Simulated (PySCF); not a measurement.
PySCF input file for sulfur hexafluoride cation (F₆S), SMILES FS(F)(F)(F)(F)F (connectivity only; charge and spin as stated), charge +1, multiplicity 2, PBE0/pcH-1. Geometry optimised at TPSSh-D3(BJ)/def2-SVP. The spin state was assumed, not searched.

```python
import numpy as np
from pyscf import gto, scf, dft
from pyscf.prop.hfc import uks as hfc

mol = gto.M(
    atom='''
    F     0.00000000   -1.59096820    0.00000000
    S     0.00000000    0.00000000    0.00000000
    F     1.59096820    0.00000000    0.00000000
    F     0.00000000    0.00000000    1.59096820
    F    -1.59096820    0.00000000    0.00000000
    F     0.00000000    0.00000000   -1.59096820
    F     0.00000000    1.59096820    0.00000000
    ''',
    basis='pcH-1',
    charge=1,
    spin=1,
    max_memory=1600,
    verbose=3,
)
mf = dft.UKS(mol, xc='pbe0').density_fit(auxbasis='def2-universal-jkfit')
mf.grids.level = 3
mf.conv_tol = 1e-10
mf.max_cycle = 100
mf.kernel()
fine, coarse = mf.grids, dft.Grids(mol).set(level=1).build(with_non0tab=True)
for _ in range(3):  # follow internal instabilities
    mf.grids = coarse
    mo, _, stable, _ = mf.stability(return_status=True, nroots=4)
    mf.grids = fine
    if stable:
        break
    mf.kernel(mf.make_rdm1(mo, mf.mo_occ))
A = hfc.HFC(mf).make_fcdip(mf.make_rdm1())  # Fermi contact and dipolar terms, MHz
print('atom   A(iso)/MHz   principal dipolar parts/MHz')
for i, a in enumerate(A):
    w = np.linalg.eigvalsh((a + a.T) / 2)
    print(f'{mol.atom_symbol(i):2s}{i + 1:3d} {w.mean():12.2f}', (w - w.mean()).round(2))
```

Log of the run:

```

WARN: HOMO -0.472194764463507 >= LUMO -0.472194764463429

converged SCF energy = -995.878074660725  <S^2> = 0.75340125  2S+1 = 2.0033984
<class 'pyscf.df.df_jk.DFUKS'> wavefunction is stable in the internal stability analysis
atom   A(iso)/MHz   principal dipolar parts/MHz
F   1        45.05 [-341.42 -335.29  676.7 ]
S   2       -18.11 [-0.14 -0.14  0.28]
F   3        45.06 [-341.5  -335.36  676.86]
F   4        45.07 [-341.53 -335.4   676.93]
F   5        45.06 [-341.5  -335.36  676.86]
F   6        45.07 [-341.53 -335.4   676.93]
F   7        45.05 [-341.42 -335.29  676.7 ]
```

Self-consistency was reached.

Cost: around 5 core-minutes (rough).
